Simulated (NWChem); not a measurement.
System: CH₄ClNSi₂; SMILES Cl[Si@H]1C=N[SiH2]1

NWChem input:

```
start job
memory heap 200 mb stack 900 mb global 1100 mb
geometry units angstroms noautosym nocenter noautoz
  Cl    -0.221595    -2.258461    -0.318124
  Si     0.112836    -0.426749     0.601309
  C      1.449555     0.745524    -0.120134
  N      0.894724     1.884153    -0.340365
  Si    -0.869160     1.592593    -0.065088
  H      0.309012    -0.711152     2.056533
  H      2.534699     0.609783    -0.292623
  H     -1.496483     2.550537     0.893305
  H     -1.619122     1.622556    -1.353888
end
basis spherical
  Cl library def2-svp
  Si library def2-svp
  C library def2-svp
  N library def2-svp
  H library def2-svp
end
dft
  xc b3lyp
  iterations 150
end
cosmo
  do_cosmo_smd true
  solvent hexane
end
task dft energy
```

NWChem printed, in part:

```
             Northwest Computational Chemistry Package (NWChem) 7.3.0
             --------------------------------------------------------

                             Geometry "geometry" -> ""
                             -------------------------

 Output coordinates in angstroms (scale by  1.889725989 to convert to a.u.)

  No.       Tag          Charge          X              Y              Z
 ---- ---------------- ---------- -------------- -------------- --------------
    1 Cl                  17.0000    -0.22159500    -2.25846100    -0.31812400
    2 Si                  14.0000     0.11283600    -0.42674900     0.60130900
    3 C                    6.0000     1.44955500     0.74552400    -0.12013400
    4 N                    7.0000     0.89472400     1.88415300    -0.34036500
    5 Si                  14.0000    -0.86916000     1.59259300    -0.06508800
    6 H                    1.0000     0.30901200    -0.71115200     2.05653300
    7 H                    1.0000     2.53469900     0.60978300    -0.29262300
    8 H                    1.0000    -1.49648300     2.55053700     0.89330500
    9 H                    1.0000    -1.61912200     1.62255600    -1.35388800

 Effective nuclear repulsion energy (a.u.)     322.0937622697

                                 NWChem DFT Module
                                 -----------------

 Summary of "ao basis" -> "ao basis" (spherical)
 ------------------------------------------------------------------------------
       Tag                 Description            Shells   Functions and Types
 ---------------- ------------------------------  ------  ---------------------
 Cl                         def2-svp                 8       18   4s3p1d
 Si                         def2-svp                 8       18   4s3p1d
 C                          def2-svp                 6       14   3s2p1d
 N                          def2-svp                 6       14   3s2p1d
 H                          def2-svp                 3        5   2s1p

 in cosmo_initialize ...
 calling solv_data for solv:hexane

 solvent parameters
 solvname_short: hexane
 solvname_long:  n-hexane
 dielec:        1.8819
 dielecinf:     1.8903
 nonaqueous SMD model solvent descriptors
 dielec:        1.8819
 sola:          0.0000
 solb:          0.0000
 solc:          0.0000
 solg:         25.7500
 solh:          0.0000
 soln:          1.3749

          ---------------
          -cosmo- solvent
          ---------------
 Cosmo: York-Karplus, doi: 10.1021/jp992097l
 dielectric constant -eps-     =   1.88
 screen = (eps-1)/(eps    )    =   0.46862
 surface charge correction     = lagrangian

   van der Waals surface
 --------------------------

 ---------- ATOMIC COORDINATES (A.U.) ------------ VDWR(ANG.) --
     1   -0.41875383   -4.26787245   -0.60116719     2.380
     2    0.21322912   -0.80643868    1.13630924     2.470
     3    2.73926176    1.40883608   -0.22702034     1.850
     4    1.69078320    3.56053289   -0.64319659     1.890
     5   -1.64247424    3.00956438   -0.12299849     2.470
     6    0.58394801   -1.34388242    3.88628386     1.200
     7    4.78988657    1.15232278   -0.55297729     1.200
     8   -2.82794282    4.81981605    1.68810167     1.200
     9   -3.05969692    3.06618624   -2.55847734     1.200
 number of segments per atom =        128
 number of   points per atom =        128
 atom (   nspa,  nppa )
 ----------------------
    1 (     93,     0 )       0
    2 (     50,     0 )       0
    3 (     39,     0 )       0
    4 (     53,     0 )       0
    5 (     78,     0 )       0
    6 (     32,     0 )       0
    7 (     53,     0 )       0
    8 (     36,     0 )       0
    9 (     32,     0 )       0
 number of -cosmo- surface points =      466
 molecular surface =    157.135 angstrom**2
 molecular volume  =    153.780 angstrom**3
 -lineq- algorithm             =   0
 -bem- low  level              =   3
 -bem- from -octahedral-
 gaussian surface charge width =   4.50000
 degree of switching           =   1.00000
 switching function tolerance  =   0.00010
 atomic radii =
 --------------
    1 17.000  2.380
    2 14.000  2.470
    3  6.000  1.850
    4  7.000  1.890
    5 14.000  2.470
    6  1.000  1.200
    7  1.000  1.200
    8  1.000  1.200
    9  1.000  1.200
 ...... end of -cosmo- initialization ......

 nat:                     9
 ixmem:                  4523
 calling mnsol_interface()
 G(SMD-CDS) energy (kcal/mol)  =    -0.773
 SMD-CDS SASA (angstrom**2)    =   163.467

            General Information
            -------------------
          SCF calculation type: DFT
          Wavefunction type:  closed shell.
          No. of atoms     :     9
          No. of electrons :    62
           Alpha electrons :    31
            Beta electrons :    31
          Charge           :     0
          Spin multiplicity:     1
          Use of symmetry is: off; symmetry adaption is: off
          Maximum number of iterations: 150
          AO basis - number of functions:   102
                     number of shells:    48
          Convergence on energy requested:  1.00D-06
          Convergence on density requested:  1.00D-05
          Convergence on gradient requested:  5.00D-04

              XC Information
              --------------
                         B3LYP Method XC Potential
                     Hartree-Fock (Exact) Exchange  0.200
                        Slater Exchange Functional  0.800 local
                    Becke 1988 Exchange Functional  0.720 non-local
              Lee-Yang-Parr Correlation Functional  0.810
                  VWN I RPA Correlation Functional  0.190 local

             Grid Information
             ----------------
          Grid used for XC integration:  medium
          Radial quadrature: Mura-Knowles
          Angular quadrature: Lebedev.
          Tag              B.-S. Rad. Rad. Pts. Rad. Cut. Ang. Pts.
          ---              ---------- --------- --------- ---------
          Cl                  1.00       88          12.0       590
          Si                  1.10       88          10.0       590
          C                   0.70       49          10.0       434
          N                   0.65       49          10.0       434
          H                   0.35       45          12.0       434
          Grid pruning is: on
          Number of quadrature shells:   542
          Spatial weights used:  Erf1

      Superposition of Atomic Density Guess
      -------------------------------------

 Sum of atomic energies:       -1130.66671603

      Non-variational initial energy
      ------------------------------

 Total energy =   -1132.625231
 1-e energy   =   -2203.979767
 2-e energy   =     749.260774
 HOMO         =      -0.260326
 LUMO         =      -0.053180

   convergence    iter        energy       DeltaE   RMS-Dens  Diis-err
 ---------------- ----- ----------------- --------- --------- ---------
     COSMO gas phase
 d= 0,ls=0.0,diis     1  -1134.0294330523 -1.46D+03  1.44D-02  6.16D-01
 d= 0,ls=0.0,diis     2  -1133.9228985140  1.07D-01  9.75D-03  1.46D+00
 d= 0,ls=0.0,diis     3  -1134.0961649943 -1.73D-01  2.62D-03  1.08D-01
 d= 0,ls=0.0,diis     4  -1134.1070247191 -1.09D-02  1.24D-03  1.26D-02
 d= 0,ls=0.0,diis     5  -1134.1088751401 -1.85D-03  2.26D-04  2.92D-04
  Resetting Diis
 d= 0,ls=0.0,diis     6  -1134.1089155696 -4.04D-05  6.22D-05  2.44D-05
 d= 0,ls=0.0,diis     7  -1134.1089188290 -3.26D-06  3.44D-05  3.73D-06
 d= 0,ls=0.0,diis     8  -1134.1089181708  6.58D-07  2.07D-05  8.48D-06
 d= 0,ls=0.0,diis     9  -1134.1089193289 -1.16D-06  3.70D-06  3.07D-07
 d= 0,ls=0.0,diis    10  -1134.1089193631 -3.42D-08  9.54D-07  6.98D-09

   convergence    iter        energy       DeltaE   RMS-Dens  Diis-err
 ---------------- ----- ----------------- --------- --------- ---------
     COSMO solvation phase
 d= 0,ls=0.0,diis     1  -1134.1124248744 -3.51D-03  7.57D-04  5.16D-04
 d= 0,ls=0.0,diis     2  -1134.1124290869 -4.21D-06  2.47D-04  1.14D-03
 d= 0,ls=0.0,diis     3  -1134.1125678687 -1.39D-04  6.65D-05  6.05D-05
 d= 0,ls=0.0,diis     4  -1134.1125735153 -5.65D-06  2.87D-05  8.37D-06
 d= 0,ls=0.0,diis     5  -1134.1125746257 -1.11D-06  6.08D-06  3.36D-07
 d= 0,ls=0.0,diis     6  -1134.1125746741 -4.84D-08  1.48D-06  1.25D-08

         Total DFT energy =    -1134.112574674103
      One electron energy =    -2206.636682702588
           Coulomb energy =      834.476858968535
    Exchange-Corr. energy =      -83.963338551185
 Nuclear repulsion energy =      322.093762269740

             COSMO energy =       -0.083174658606

 Numeric. integr. density =       62.000012951471

                                COSMO-SMD solvation results
                                ---------------------------

             internal energy in gas <Psi(g)|H|Psi(g)> =     -1134.108919363139
         internal energy in solvent <Psi(s)|H|Psi(s)> =     -1134.108756369845
                               delta internal energy  =         0.000162993295 (    0.10 kcal/mol)
   total free energy in solvent <Psi(s)|H+V/2|Psi(s)> =     -1134.111343152817
 polarization energy contribution <Psi(s)|V/2|Psi(s)> =        -0.002586782973 (   -1.62 kcal/mol)
    total free energy in solvent including G(SMD-CDS) =     -1134.112574674103
                       G(SMD-CDS) energy contribution =        -0.001231521286 (   -0.77 kcal/mol)
     1 M fixed-concentration free energy of solvation =        -0.003655310964 (   -2.29 kcal/mol)

                       DFT Final Molecular Orbital Analysis
                       ------------------------------------

 Vector   29  Occ=2.000000D+00  E=-3.307366D-01
              MO Center= -5.6D-02, -1.2D+00, -1.1D-01, r^2= 4.5D+00
   Bfn.  Coefficient  Atom+Function         Bfn.  Coefficient  Atom+Function
  ----- ------------  ---------------      ----- ------------  ---------------
    13      0.507105  1 Cl pz                10      0.385181  1 Cl pz
     7      0.223260  1 Cl pz                56     -0.164948  4 N  pz
    83     -0.149766  6 H  s                 42      0.143355  3 C  pz
    22     -0.124460  2 Si s                 84     -0.116437  6 H  s
    59      0.112705  4 N  pz                45      0.110727  3 C  pz

 Vector   30  Occ=2.000000D+00  E=-2.815702D-01
              MO Center= -2.7D-01,  1.7D-01,  1.6D-01, r^2= 4.3D+00
   Bfn.  Coefficient  Atom+Function         Bfn.  Coefficient  Atom+Function
  ----- ------------  ---------------      ----- ------------  ---------------
    11      0.284156  1 Cl px                73     -0.246327  5 Si py
    26     -0.228523  2 Si px                76     -0.212448  5 Si py
     8      0.197014  1 Cl px                39     -0.179346  3 C  s
    67      0.174643  5 Si s                 40      0.167963  3 C  px
    29     -0.152534  2 Si px                12     -0.136610  1 Cl py

 Vector   31  Occ=2.000000D+00  E=-2.452102D-01
              MO Center=  8.3D-01,  1.1D+00, -1.4D-01, r^2= 3.3D+00
   Bfn.  Coefficient  Atom+Function         Bfn.  Coefficient  Atom+Function
  ----- ------------  ---------------      ----- ------------  ---------------
    55      0.330275  4 N  py                54      0.302403  4 N  px
    58     -0.269529  4 N  py                21     -0.245146  2 Si s
    57     -0.223162  4 N  px                88      0.178420  7 H  s
    12      0.173354  1 Cl py                67      0.157854  5 Si s
    41      0.152059  3 C  py                56     -0.146956  4 N  pz

 Vector   32  Occ=0.000000D+00  E=-5.662684D-02
              MO Center=  9.4D-01,  9.0D-01, -7.6D-02, r^2= 2.8D+00
   Bfn.  Coefficient  Atom+Function         Bfn.  Coefficient  Atom+Function
  ----- ------------  ---------------      ----- ------------  ---------------
    59     -0.428097  4 N  pz                56      0.397552  4 N  pz
    45      0.390202  3 C  pz                42      0.366922  3 C  pz
    31      0.335014  2 Si pz                84     -0.262784  6 H  s
    30      0.256016  2 Si py                12      0.206289  1 Cl py
    99     -0.191061  9 H  s                  4      0.185376  1 Cl s

 Vector   33  Occ=0.000000D+00  E=-8.469701D-03
              MO Center= -7.7D-01,  7.7D-01,  2.1D-01, r^2= 4.7D+00
   Bfn.  Coefficient  Atom+Function         Bfn.  Coefficient  Atom+Function
  ----- ------------  ---------------      ----- ------------  ---------------
    76      0.659267  5 Si py                29     -0.594641  2 Si px
    68     -0.555646  5 Si s                 22      0.525329  2 Si s
    21      0.446840  2 Si s                 77     -0.436363  5 Si pz
    75      0.416210  5 Si px                53     -0.376664  4 N  s
    94      0.314857  8 H  s                 30      0.232470  2 Si py

 Vector   34  Occ=0.000000D+00  E=-2.746154D-03
              MO Center= -2.5D-01,  4.8D-01,  3.0D-01, r^2= 4.6D+00
   Bfn.  Coefficient  Atom+Function         Bfn.  Coefficient  Atom+Function
  ----- ------------  ---------------      ----- ------------  ---------------
    30      0.662847  2 Si py                99      0.621097  9 H  s
    77      0.515485  5 Si pz                75      0.424699  5 Si px
     4      0.361306  1 Cl s                 76      0.358281  5 Si py
    12      0.336528  1 Cl py                94     -0.330116  8 H  s
    53     -0.316425  4 N  s                 45     -0.311944  3 C  pz

     Multipole analysis of the density
     ---------------------------------

     L   x y z        total         alpha         beta         nuclear
     -   - - -        -----         -----         ----         -------
     0   0 0 0     -0.000000    -31.000000    -31.000000     62.000000

     1   1 0 0     -0.197048     -0.413024     -0.413024      0.629001
     1   0 1 0     -0.114490      0.262196      0.262196     -0.638882
     1   0 0 1      0.383305     -0.090818     -0.090818      0.564941

     2   2 0 0    -36.488811    -91.775029    -91.775029    147.061246
     2   1 1 0     -2.672608     -4.231095     -4.231095      5.789582
     2   1 0 1      0.211156     -0.810058     -0.810058      1.831272
     2   0 2 0    -43.663687   -312.820175   -312.820175    581.976663
     2   0 1 1      0.596376     -0.745449     -0.745449      2.087275
     2   0 0 2    -38.313545    -45.377792    -45.377792     52.442038
```

Level: B3LYP/def2-SVP, SMD on the gas-phase geometry. Structure relaxed at the PBE0/def2-SVP level. Solvent: n-hexane.
